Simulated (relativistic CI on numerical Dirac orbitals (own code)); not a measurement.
# Transition arrays of Co IX

Method of calculation: Dirac-Coulomb-Breit CI, orbitals from a KLI potential per configuration, model QED, valence Slater integrals scaled by 0.9, whole transition arrays (own radial code, finite nucleus).

Configuration list (outside the closed core [Ne] 3s2): 3p6 3d, 3p6 4f, 3p5 3d2, 3p6 4p, 3p6 5f. Levels of other configurations are missing.

All E1 lines from the levels of 3p6 3d; mean and standard deviation are weighted by gf, and upper levels are sorted by their leading configuration.

```tsv
Upper configuration	Lines	Σgf	Mean (eV)	Mean (nm)	σ (eV)	Strongest line (nm)
3p6 4f	3	7.0	114.10	10.867	0.14	10.877
3p5 3d2	60	27.7	78.27	15.840	4.40	15.264
3p6 4p	3	5.3	78.10	15.874	0.12	15.866
3p6 5f	3	2.9	139.41	8.893	0.14	8.901
```

Σgf per state of the lower configuration in bins of 0.2 nm over the central range (centre: value): 8.9: 0.29, 10.9: 0.70, 15.1: 0.56, 15.3: 1.21, 15.9: 0.53, 16.9: 0.94.

Q: How do configuration mixing and the scaling of the Slater integrals move the arrays?

A: Slater scale 0.9, no configuration mixing: 3p6 4f 113.7 ± 0.1 eV (Σgf 5.1), 3p5 3d2 78.3 ± 4.0 eV (Σgf 34.1), 3p6 4p 79.3 ± 0.2 eV (Σgf 0.7), 3p6 5f 139.3 ± 0.1 eV (Σgf 2.1); Slater scale 1: 3p6 4f 114.2 ± 0.1 eV (Σgf 7.2), 3p5 3d2 80.3 ± 4.7 eV (Σgf 30.0), 3p6 4p 78.5 ± 0.1 eV (Σgf 3.5), 3p6 5f 139.5 ± 0.1 eV (Σgf 3.0); Slater scale 0.8: 3p6 4f 114.0 ± 0.1 eV (Σgf 6.7), 3p5 3d2 76.3 ± 3.6 eV (Σgf 32.0), 3p6 4p 80.1 ± 0.2 eV (Σgf 0.5), 3p6 5f 139.4 ± 0.1 eV (Σgf 2.8). With mixing, levels are counted to their leading configuration, so an array can shrink or vanish into another, and the sums then hold other lines.
